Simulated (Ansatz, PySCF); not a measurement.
Process, species as SMILES: [O-]B(O)O[SiH3] -> OB(O)O[SiH2-]
Structures are relaxed separately at B3LYP-D3(BJ)/def2-TZVP in Ansatz (a first-principles code), one conformer each, not searched for the lowest. Frequencies are from Ansatz or PySCF.

Property: isomerisation energy (0 K, with B3LYP-D3(BJ) harmonic zero-point energies), in kcal/mol. Correlated levels leave the core frozen unless marked. Spin-orbit coupling is left out. Non-relativistic. Anions need diffuse functions: aug- sets have them; def2-D sets add few. CBS marks a two-point X^-3 extrapolation of the correlation energy; Hartree-Fock from the larger set.

```json
[
 {"level": "PBE/def2-TZVPD", "program": "Ansatz", "isomerisation energy (kcal/mol)": "…"},
 {"level": "BLYP-D3(BJ)/def2-TZVPD", "program": "Ansatz + dftd3", "isomerisation energy (kcal/mol)": "15.2"},
 {"level": "LC-wPBE/def2-TZVPD", "program": "Ansatz", "isomerisation energy (kcal/mol)": "21.5"},
 {"level": "PBE-QIDH/def2-TZVPD", "program": "Ansatz", "isomerisation energy (kcal/mol)": "20.6"},
 {"level": "CCSD(T)/CBS(aug-cc-pV(T+d)Z,aug-cc-pV(Q+d)Z)", "program": "Ansatz", "isomerisation energy (kcal/mol)": "…"}
]
```

Problem. Some entries are withheld; supply them.

Solution. 
- PBE/def2-TZVPD, isomerisation energy (kcal/mol): 16.4
- CCSD(T)/CBS(aug-cc-pV(T+d)Z,aug-cc-pV(Q+d)Z), isomerisation energy (kcal/mol): 19.7
